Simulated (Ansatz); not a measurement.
Single points on ReO3Cl (ReClO3).

```yaml
crystal:
  periodic: [false, false, false]
  atoms:
    - {symbol: Re, position_ang: [0.044149, 0.076130, 0.031694]}
    - {symbol: O, position_ang: [0.069425, 0.083485, 1.746738]}
    - {symbol: O, position_ang: [1.662082, 0.109446, -0.536865]}
    - {symbol: O, position_ang: [-0.751653, 1.496809, -0.507240]}
    - {symbol: Cl, position_ang: [-1.023994, -1.765870, -0.734318]}
basis:
  gaussian: {orbitals: def2-TZVP, initial_orbitals: start.molden}
hamiltonian: {xc: pbe0, dispersion: d4}
scf: {omitted_lower_state_checks: [starts]}
output: {orbitals: {seedname: orbitals}}
```

The file start.molden holds the orbitals of an earlier run on this structure, at another level or in another basis.

```sh
$ ansatz run in.yaml --threads 4 --pin off --events-out ev --progress --plain --max-ram 3916MiB
```

Shortened log:

```
Functional definition: PBE0
1116 factors; their error is unknown
mean field evaluation 1: about -20786.1325 eV, gradient 1.9e2 eV
mean field evaluation 2: about -20790.2114 eV, gradient 4.5e0 eV
mean field evaluation 4: about -20790.3253 eV, gradient 1.8e-1 eV
mean field evaluation 8: about -20790.3253 eV, gradient 2.5e-5 eV
mean field -20790.32530650 eV, -764.0303628252 hartree, gradient 2.5e-5 eV, S^2 0.000000; 0 other end points of the search recorded, 0 dependent functions left out
reference -20790.32533338 eV, -764.0303638131 hartree; 28, 28 occupied and 142, 142 virtual orbitals, 1116 factors
Total energy: -20790.46224202 eV, -764.0353951127 hartree
Checks for a lower state left out: starts
```

Hardware: 4 threads of Intel Xeon Platinum 8259CL on a shared host. Wall time 1.9 s.

As the first input, with `gaussian: {orbitals: def2-TZVPD, initial_orbitals: start.molden}`, `hamiltonian: {xc: r2scan, dispersion: d4}` (abridged; 3.4 s):

```
Functional definition: r2SCAN
mean field -20799.64964696 eV, -764.3730260168 hartree, gradient 2.1e-5 eV, S^2 0.000000
Total energy: -20799.68506832 eV, -764.3743277279 hartree
Checks for a lower state left out: starts
```

First input, but with `hamiltonian: {xc: lda}` (abridged; 0.8 s):

```
Functional definition: SPW92
mean field -20715.96635535 eV, -761.2977217727 hartree, gradient 1.8e-5 eV, S^2 0.000000
Total energy: -20715.96638893 eV, -761.2977230068 hartree
Checks for a lower state left out: starts
```

The first input with `gaussian: {orbitals: def2-TZVPP, initial_orbitals: start.molden}`, `correlation: {method: ccsd_t}` and without the key `hamiltonian` (abridged; 26 s):

```
Functional definition: HF
mean field -20728.71663713 eV, -761.7662859858 hartree, gradient 2.0e-6 eV, S^2 0.000000
8 core orbitals not correlated: weight in the atoms' cores, before any rotation towards them, 1.000 or more for the frozen orbitals, at most 0.000 for the correlated occupied ones
second order -42.68546979 eV of doubles, -0.00000000 eV of singles
cycle   1  -35.58088548 eV  change     7.1e0 eV  update   4.1e-1
cycle   2  -38.75687054 eV  change    -3.2e0 eV  update   3.3e-1
cycle   3  -39.24547845 eV  change   -4.9e-1 eV  update   4.5e-2
cycle   4  -39.24889160 eV  change   -3.4e-3 eV  update   2.3e-2
cycle   5  -39.23802909 eV  change    1.1e-2 eV  update   5.3e-3
cycle   6  -39.24286151 eV  change   -4.8e-3 eV  update   2.2e-3
cycle   7  -39.24123225 eV  change    1.6e-3 eV  update   1.2e-3
cycle   8  -39.23942662 eV  change    1.8e-3 eV  update   5.0e-4
cycle   9  -39.23992229 eV  change   -5.0e-4 eV  update   2.7e-4
cycle  10  -39.24034798 eV  change   -4.3e-4 eV  update   1.2e-4
cycle  11  -39.24019628 eV  change    1.5e-4 eV  update   8.2e-5
cycle  12  -39.24006796 eV  change    1.3e-4 eV  update   3.4e-5
cycle  13  -39.24020735 eV  change   -1.4e-4 eV  update   1.4e-5
cycle  14  -39.24015927 eV  change    4.8e-5 eV  update   6.1e-6
perturbative correction -2.74837278 eV, -0.1010008368 hartree
Total energy: -20770.70516918 eV, -763.3093360777 hartree
Checks for a lower state left out: starts
```

Geometry: PBE-D4/def2-SVP.

In the def2 sets Re takes a core potential; there is no spin–orbit coupling. Correlated methods freeze 8 core orbitals; core or outer-core shells of Re are correlated, in sets that lack core-valence functions.
